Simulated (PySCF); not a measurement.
## From computed data to an observable: refractive index and permittivity of the vapour

penta-1,4-dien-3-amine (C5H9N), SMILES C=CC(N)C=C.

Geometry: B3LYP-D3(BJ)/def2-SVP. The values are those of a single conformer.

CAM-B3LYP/def2-TZVP (PySCF) gives a mean static polarisability of 70.1 bohr³ and a dipole moment of 1.27 D. Take an ideal gas at 298.15 K and 0.01 bar, whether or not the substance is that volatile.

Question: Work out n − 1 in the optical limit and the static ε − 1.

Answer: 
Polarisability volume α' = 70.1 × 0.148185 = 10.39 Å³. Number density N = p/kT = 2.43e-7 Å⁻³.
Dilute limit of Lorentz–Lorenz: n − 1 = 2π N α' = 1.6e-5.
Orientation term of Debye: μ²/(3kT) = 8.098 Å³ × μ²(D²) = 13.06 Å³.
ε − 1 = 4π N (α' + μ²/3kT) = 7.2e-5. Orientation of the dipole supplies 56 % of the static response; it can't follow optical fields. Vibrational polarisation and dispersion are left out.
